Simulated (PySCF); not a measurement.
BHF2, SMILES FBF.

The structure is a stationary point at B3LYP-D3(BJ)/def2-TZVP.

Vertical ionisation energy (IE) and electron affinity (EA) in eV. Rows of orbital energies are one-electron estimates. Where ΔSCF, EOM or ADC give a negative EA the extra electron is unbound and the value depends on the basis.

| level | IE | EA |
|---|---|---|
| −ε(HOMO), −ε(LUMO), PBE/def2-TZVPD (PySCF) | 9.17 | 1.50 |
| −ε(HOMO), −ε(LUMO), PBE0/def2-TZVPD (PySCF) | ___ | ___ |

Some entries are withheld; supply them. (Estimate from the structure and the level; the computed values follow.)


- −ε(HOMO), −ε(LUMO), PBE0/def2-TZVPD (PySCF), IE: 10.92
- −ε(HOMO), −ε(LUMO), PBE0/def2-TZVPD (PySCF), EA: 0.45
